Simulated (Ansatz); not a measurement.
Reaction (ligand exchange at the Si–O bond): `[SiH3]N[SiH2]O[SiH3]` + HCl → `[SiH3]N[SiH2]Cl` + silanol

Isolated molecules relaxed with PBE0-D4/def2-TZVP in Ansatz; ΔE leaves out vibrations. CCSD(T)/CBS is the MP2 limit (def2-TZVPP, def2-QZVPP) plus CCSD(T) − MP2 in def2-TZVPP, frozen cores. This one scheme is used for every species. One conformer a species, not always the lowest.

```tsv
species	CCSD(T)/def2-TZVPP energy (Eh)
`[SiH3]N[SiH2]O[SiH3]`	-1002.51359
HCl	-460.33125
`[SiH3]N[SiH2]Cl`	-1096.21341
`O[SiH3]`	-366.62321
```

Task: Work out ΔE.

Result: ΔE = (-1096.21341) + (-366.62321) − (-1002.51359) − (-460.33125) = 0.00822 Eh = +21.6 kJ/mol. CCSD(T)/CBS gives +18.3 kJ/mol.

Largest T1 diagnostic among the species: 0.011.

The D4 term adds +7.4 kJ/mol with B3LYP and +4.6 kJ/mol with PBE0; it sums over pairs of atoms, weighted by their polarisabilities, and B3LYP, whose exchange is more repulsive, gets the larger term. From PBE to PBE0 (25 % exact exchange), in def2-TZVPP and without D4, ΔE moves by +3.4 kJ/mol.

B3LYP here is the variant with VWN-RPA as its local correlation; programs differ in this.
